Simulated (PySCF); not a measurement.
## Pd (palladium, neutral) across methods

[Kr] 4d10, closed-shell 1S. Computed with PySCF 2.14 in def2-QZVPPD with the def2 core potential (28 electrons), with a scalar-relativistic core potential.

```
 method  E (hartree)  mean ε 4s (eV)  mean ε 4p (eV)  mean ε 4d (eV)  Σ⟨r²⟩ (bohr²)   ⟨S²⟩
 r2SCAN    -127.8992         -89.453         -53.789          -3.894          41.12  0.000
r2SCAN0    -127.8608         -93.552         -57.010          -5.353          40.63  0.000
    M06    -127.9069         -90.814         -55.406          -5.483          40.89  0.000
r2SCANh    -127.8837         -91.091         -55.075          -4.474          40.92  0.000
   PBE0    -127.8606         -91.848         -55.895          -5.301          40.96  0.000
    UHF   -127.03237         -105.88         -66.405          -8.876          39.79  0.000
    PBE    -127.8851         -86.944         -52.176          -3.899          41.69  0.000
LC-wPBE    -127.8876         -92.437         -57.521          -7.967          40.83  0.000
    LDA    -127.6355         -87.050         -52.306          -4.198          41.87  0.000
```

Energies and moments cover only the electrons outside the core potential.
